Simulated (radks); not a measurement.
B1.75+, 3.25 electrons, occupied as [He] 2p(up 0.5, down 0.5) 2s(up 0.25, down 0) (fractional occupations, a model configuration).

All-electron calculation, non-relativistic Kohn-Sham, BLYP, spin-polarised, spherical densities, point nucleus. Program: a radial shooting solver on a logarithmic mesh with Libxc functionals.

Energy parts (eV):
total: -638.430
kinetic: 636.643
electron-nucleus: -1405.283
Hartree: 220.414
exchange-correlation: -90.204

Orbitals (lengths in bohr, moments of r in powers of bohr; <r^-3> diverges for s and p1/2; r(90%) holds 90 % of the orbital's charge):
\begin{tabular}{lrrrrrr}
orbital & occ. & eigenvalue (eV) & <r^4> & <r^-3> & <r> & r(90%) \\ \hline
1s up & 1 & -206.7398 & 0.05696 & - & 0.3283 & 0.591 \\
1s down & 1 & -206.5718 & 0.05689 & - & 0.3284 & 0.591 \\
2s up & 0.25 & -28.4291 & 18.98 & - & 1.674 & 2.60 \\
2s down & 0 & -27.7414 & 19.73 & - & 1.685 & 2.62 \\
2p up & 0.5 & -22.4012 & 21.80 & 1.470 & 1.646 & 2.69 \\
2p down & 0.5 & -21.7924 & 22.87 & 1.471 & 1.658 & 2.72 \\
\end{tabular}

The highest occupied level is 2p down at -21.792 eV. The configuration is held as typed, so some empty levels lie below it. Spin moment in Bohr magnetons: 0.25. The electron density at the nucleus is 70.41 e/bohr^3. Virial ratio -V/T = 2.00281.
